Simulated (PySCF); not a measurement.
IK, triplet, at the geometry of the source list (a higher spin typed on purpose: for a closed-shell molecule this is an excited state) (core potentials on I), with bond 2-1 at 2.0 times its length; B3LYP/def2-SV(P) in PySCF.

PySCF was given this input:
```python
from pyscf import gto, scf, dft

mol = gto.M(
    atom='''
K    -1.058900   -0.752200   -0.902200
I     3.176700    2.256600    2.706600
''',
    basis='def2-sv(p)',
    ecp={'I': 'def2-sv(p)'},
    charge=0,
    spin=2,
    verbose=4,
)

mf = dft.UKS(mol)
mf.xc = 'b3lyp'
mf.init_guess = 'sap'
mf.kernel()
```

It wrote (shortened):

```
PySCF version 2.14.0

[INPUT] verbose = 4
[INPUT] num. atoms = 2
[INPUT] num. electrons = 44
[INPUT] charge = 0
[INPUT] spin (= nelec alpha-beta = 2S) = 2
[INPUT] symmetry False subgroup None
[INPUT] Mole.unit = angstrom
[INPUT] Symbol           X                Y                Z      unit          X                Y                Z       unit  Magmom
[INPUT]  1 K     -1.058900000000  -0.752200000000  -0.902200000000 AA   -2.001030993302  -1.421451990898  -1.704910909583 Bohr   0.0
[INPUT]  2 I      3.176700000000   2.256600000000   2.706600000000 AA    6.003092979906   4.264355972694   5.114732728748 Bohr   0.0

nuclear repulsion = 39.7351199923864
number of shells = 20
number of NR pGTOs = 112
number of NR cGTOs = 50
basis = def2-sv(p)
ecp = {'I': 'def2-sv(p)'}

******** <class 'pyscf.dft.uks.UKS'> ********
method = UKS
initial guess = sap
damping factor = 0
level_shift factor = 0
DIIS = <class 'pyscf.scf.diis.CDIIS'>
diis_start_cycle = 1
diis_space = 8
diis_damp = 0
SCF conv_tol = 1e-09
SCF conv_tol_grad = None
SCF max_cycles = 50
direct_scf = True
direct_scf_tol = 1e-13
number electrons alpha = 23  beta = 21
XC library pyscf.dft.libxc version 7.1.2
    S. Lehtola, C. Steigemann, M. J. T. Oliveira, and M. A. L. Marques,  SoftwareX 7, 1–5 (2018)
XC functionals = b3lyp
    P. J. Stephens, F. J. Devlin, C. F. Chabalowski, and M. J. Frisch,  J. Phys. Chem. 98, 11623 (1994)
radial grids:
    Treutler-Ahlrichs [JCP 102, 346 (1995); DOI:10.1063/1.469408] (M4) radial grids

becke partition: Becke, JCP 88, 2547 (1988); DOI:10.1063/1.454033
pruning grids: <function nwchem_prune>
grids dens level: 3
symmetrized grids: False
atomic radii adjust function: <function treutler_atomic_radii_adjust>
small_rho_cutoff = 0
Set gradient conv threshold to 3.16228e-05
Initial guess from superposition of atomic potentials (doi:10.1021/acs.jctc.8b01089)
This is the Gaussian fit version as described in doi:10.1063/5.0004046.
Found SAP basis sapgrasplarge

WARN: SAP basis coefficients must be equal or closeto total electronic charge: -72.0 !≃ 44
Check fails with value 28.0

tot grids = 42000
init E= -577.000882612169

cycle= 1 E= -677.186144453791  delta_E= -100  |g|= 16.8  |ddm|= 21.8

cycle= 2 E= -569.726920568692  delta_E=  107  |g|= 0.427  |ddm|= 18.9
cycle= 3 E= -677.332835697203  delta_E= -108  |g|= 16.8  |ddm|= 18.8
cycle= 4 E= -677.343043684708  delta_E= -0.0102  |g|= 16.8  |ddm|= 0.00243
cycle= 5 E= -677.422700425967  delta_E= -0.0797  |g|= 16.7  |ddm|= 0.0171
cycle= 6 E= -677.437261699734  delta_E= -0.0146  |g|= 16.7  |ddm|= 0.00317
cycle= 7 E= -677.449657374994  delta_E= -0.0124  |g|= 16.7  |ddm|= 0.00278
cycle= 8 E= -677.450679297109  delta_E= -0.00102  |g|= 16.7  |ddm|= 0.000249
cycle= 9 E= -677.451906953474  delta_E= -0.00123  |g|= 16.7  |ddm|= 0.000568
cycle= 10 E= -677.43967908129  delta_E= 0.0122  |g|= 16.7  |ddm|= 0.00261

cycle= 11 E= -569.725999515928  delta_E=  108  |g|= 0.426  |ddm|= 18.8
cycle= 12 E= -677.447657728118  delta_E= -108  |g|= 16.7  |ddm|= 18.8
cycle= 13 E= -677.447136820825  delta_E= 0.000521  |g|= 16.7  |ddm|= 0.000124
cycle= 14 E= -677.46757253678  delta_E= -0.0204  |g|= 16.7  |ddm|= 0.00447
cycle= 15 E= -677.475136757676  delta_E= -0.00756  |g|= 16.7  |ddm|= 0.00181
cycle= 16 E= -677.471655085221  delta_E= 0.00348  |g|= 16.7  |ddm|= 0.00089
cycle= 17 E= -677.449964947542  delta_E= 0.0217  |g|= 16.7  |ddm|= 0.00511
cycle= 18 E= -677.4459563959  delta_E= 0.00401  |g|= 16.7  |ddm|= 0.00162
cycle= 19 E= -677.447948300639  delta_E= -0.00199  |g|= 16.7  |ddm|= 0.000483

cycle= 20 E= -569.726333411708  delta_E=  108  |g|= 0.427  |ddm|= 18.8
cycle= 21 E= -677.447230841993  delta_E= -108  |g|= 16.7  |ddm|= 18.8
cycle= 22 E= -677.44761532508  delta_E= -0.000384  |g|= 16.7  |ddm|= 9.5e-05
cycle= 23 E= -677.435420464878  delta_E= 0.0122  |g|= 16.7  |ddm|= 0.00282
cycle= 24 E= -677.435065006639  delta_E= 0.000355  |g|= 16.7  |ddm|= 0.000254
cycle= 25 E= -677.435789946701  delta_E= -0.000725  |g|= 16.7  |ddm|= 0.000334
cycle= 26 E= -677.436149053924  delta_E= -0.000359  |g|= 16.7  |ddm|= 0.000176
cycle= 27 E= -677.436116211941  delta_E= 3.28e-05  |g|= 16.7  |ddm|= 0.000568
cycle= 28 E= -677.436124222937  delta_E= -8.01e-06  |g|= 16.7  |ddm|= 0.000191

cycle= 29 E= -569.727631555222  delta_E=  108  |g|= 0.428  |ddm|= 18.8
cycle= 30 E= -677.435362621838  delta_E= -108  |g|= 16.7  |ddm|= 18.8
cycle= 31 E= -677.407562320324  delta_E= 0.0278  |g|= 16.7  |ddm|= 0.00604
cycle= 32 E= -677.441553539248  delta_E= -0.034  |g|= 16.7  |ddm|= 0.00741
cycle= 33 E= -677.441817243611  delta_E= -0.000264  |g|= 16.7  |ddm|= 0.00025
cycle= 34 E= -677.441782543499  delta_E= 3.47e-05  |g|= 16.7  |ddm|= 0.00016
cycle= 35 E= -677.441125615768  delta_E= 0.000657  |g|= 16.7  |ddm|= 0.000201
cycle= 36 E= -677.441151699747  delta_E= -2.61e-05  |g|= 16.7  |ddm|= 4.79e-05
cycle= 37 E= -677.44038201905  delta_E= 0.00077  |g|= 16.7  |ddm|= 0.000281

cycle= 38 E= -569.726992247174  delta_E=  108  |g|= 0.428  |ddm|= 18.8
cycle= 39 E= -677.440794167679  delta_E= -108  |g|= 16.7  |ddm|= 18.8
cycle= 40 E= -677.414576748106  delta_E= 0.0262  |g|= 16.7  |ddm|= 0.00592
cycle= 41 E= -677.438439667061  delta_E= -0.0239  |g|= 16.7  |ddm|= 0.0055
cycle= 42 E= -677.440058611389  delta_E= -0.00162  |g|= 16.7  |ddm|= 0.000674
cycle= 43 E= -677.441508119324  delta_E= -0.00145  |g|= 16.7  |ddm|= 0.000466
cycle= 44 E= -677.438731025749  delta_E= 0.00278  |g|= 16.7  |ddm|= 0.000993
cycle= 45 E= -677.438123845705  delta_E= 0.000607  |g|= 16.7  |ddm|= 0.000811
cycle= 46 E= -677.438212666469  delta_E= -8.88e-05  |g|= 16.7  |ddm|= 0.000324

cycle= 47 E= -569.727708654252  delta_E=  108  |g|= 0.428  |ddm|= 18.8
cycle= 48 E= -677.438393844022  delta_E= -108  |g|= 16.7  |ddm|= 18.8
cycle= 49 E= -677.422595139193  delta_E= 0.0158  |g|= 16.7  |ddm|= 0.00362
cycle= 50 E= -677.435152604049  delta_E= -0.0126  |g|= 16.7  |ddm|= 0.00311
SCF not converged.
SCF energy = -677.435152604049 after 50 cycles  <S^2> = 2.0000054  2S+1 = 3.0000036
```

The run did not converge; its last values are not results.
